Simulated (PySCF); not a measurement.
A GIAO shielding run with PySCF (density fitting, non-relativistic, gas phase) on SMILES CC[C@@H]1C[C@H](C#N)[C@@H](F)[SiH2]1, C7H12FNSi:

```
$ OMP_NUM_THREADS=1 python probes_run.py task.json out

{"job": {"kind": "nmr", "xc": "PBE0", "basis": "pcSseg-1"}, "charge": 0, "multiplicity": 1}
C      2.731941     0.339455     0.965674
C      1.741866    -0.755665     0.583728
C      0.630684    -0.261665    -0.343776
C     -0.264971     0.795125     0.318769
C     -1.558434     0.928276    -0.498200
C     -2.507859     1.780012     0.172903
N     -3.262656     2.430599     0.733792
C     -2.131486    -0.481370    -0.722908
F     -2.930728    -0.490633    -1.852575
Si    -0.587547    -1.621516    -0.921117
H      3.160371     0.793959     0.074967
H      3.542167    -0.075783     1.560004
H      2.247656     1.116242     1.551363
H      2.280886    -1.562301     0.081855
H      1.298373    -1.173059     1.490205
H      1.108718     0.196422    -1.217534
H      0.231625     1.764209     0.388225
H     -0.519731     0.474117     1.332576
H     -1.336957     1.361984    -1.481018
H     -2.792611    -0.763910     0.104024
H     -0.425249    -2.016597    -2.316651
H     -0.666468    -2.758516    -0.005155
```

Hardware: 1 thread of an Arm Neoverse V2, shared host. The job also computes population analyses, field gradients, ring-centre shieldings.

(1) How large is the calculation?

(2) How long does it take, and how much memory does it need?

Results:

(1) 84 electrons, 237 basis functions and 1243 auxiliary functions.

(2) 56 s of wall time, with 14 SCF cycles and 5 response iterations; peak memory 1.1 GiB. Times on a shared host scatter by some tens of per cent.
